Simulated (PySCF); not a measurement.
H4HfO2, SMILES [OH][HfH2][OH], multiplicity 1.

The structure is a stationary point at PBE0-D3(BJ)/def2-TZVP. The multiplicity is an assumed one; other spin states were not compared. The def2 effective core potentials stand for the cores of Hf; spin–orbit coupling is left out. One conformer was computed; it need not be the lowest.

Level of theory: TDA-PBE/def2-SVPD (PySCF).

Vertical excitations. Gas-phase values at a fixed geometry. State labels are in the subgroup C2v.

Q: List the lowest excited states. (An estimate is asked for; the answer gives what the named calculation found.)

A: 
| state | symmetry | energy (eV) | λ (nm) | f | main pairs |
|---|---|---|---|---|---|
| S1 | B2 | 4.40 | 282 | 0.000 | HOMO→LUMO 100 % |
| S2 | B1 | 5.39 | 230 | 0.003 | HOMO→LUMO+1 97 % |
| S3 | A1 | 5.54 | 224 | 0.054 | HOMO−1→LUMO 95 % |
| S4 | B2 | 5.56 | 223 | 0.003 | HOMO→LUMO+2 99 % |
| S5 | A2 | 5.59 | 222 | 0.000 | HOMO→LUMO+3 90 % |
| S6 | A2 | 6.08 | 204 | 0.000 | HOMO→LUMO+6 99 % |
| S7 | A1 | 6.08 | 204 | 0.018 | HOMO→LUMO+4 86 % |
| S8 | B2 | 6.13 | 202 | 0.003 | HOMO→LUMO+5 89 % |
| S9 | A2 | 6.17 | 201 | 0.000 | HOMO−1→LUMO+1 88 % |
| S10 | A1 | 6.34 | 196 | 0.001 | HOMO−1→LUMO+2 98 % |
| T1 | B2 | 3.99 | 311 | 0 | HOMO→LUMO 100 % |
| T2 | A1 | 4.63 | 268 | 0 | HOMO−1→LUMO 99 % |
| T3 | B1 | 4.88 | 254 | 0 | HOMO→LUMO+1 97 % |
| T4 | A2 | 5.18 | 240 | 0 | HOMO→LUMO+3 85 %, HOMO−1→LUMO+1 15 % |
Triplets are in the Tamm–Dancoff approximation.
